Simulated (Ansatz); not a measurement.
`NB(O)Cl` + `C=N` → `C=NB(N)O` + HCl  (ligand exchange at a B–Cl bond)

Gas-phase electronic energies from Ansatz, PBE0-D4/def2-TZVP geometries. CCSD(T)/CBS adds triple-zeta CCSD(T) − MP2 to the extrapolated MP2 energy (def2 sets, frozen cores). This one scheme is used for every species. Functionals use def2-TZVPP. B3LYP here is the variant with VWN-RPA as its local correlation; programs differ in this. HSE06 is defined as in plane-wave codes. One conformer a species, not always the lowest.

| level | ΔE (kcal/mol) | difference from CCSD(T)/CBS |
| --- | --- | --- |
| PBE-D4 | 10.7 | 0.1 |
| revPBE-D4 | 10.6 | 0.0 |
| BLYP-D4 | 9.6 | -1.0 |
| B97M-V | 11.4 | 0.8 |
| PBE0-D4 | 10.8 | 0.2 |
| B3LYP-D4 | 9.8 | -0.8 |
| r2SCAN0-D4 | 11.0 | 0.4 |
| BHLYP-D4 | 10.0 | -0.6 |
| PBE-QIDH | 11.1 | 0.5 |
| r2SCAN0 | 11.2 | 0.6 |
| HSE06 | 11.1 | 0.5 |
| RPA@PBE/def2-TZVPP | 10.3 | -0.3 |
| CCSD/def2-SVP | 11.2 | 0.6 |
| MP2/def2-TZVPP | 10.7 | 0.1 |
| SCS-MP2/def2-TZVPP | 10.6 | 0.0 |
| CCSD(T)/def2-TZVPP | 10.4 | -0.2 |
| CCSD(T)/CBS | 10.6 | 0 |

Largest T1 diagnostic among the species: 0.012.

Leaving LDA and LC-ωPBE aside and taking each functional with its dispersion term where it has one, the values, not all of them listed here, spread over 1.8 kcal/mol, from CAM-B3LYP-D4 to B97M-V. LDA lies −1.6 kcal/mol from PBE without D4.
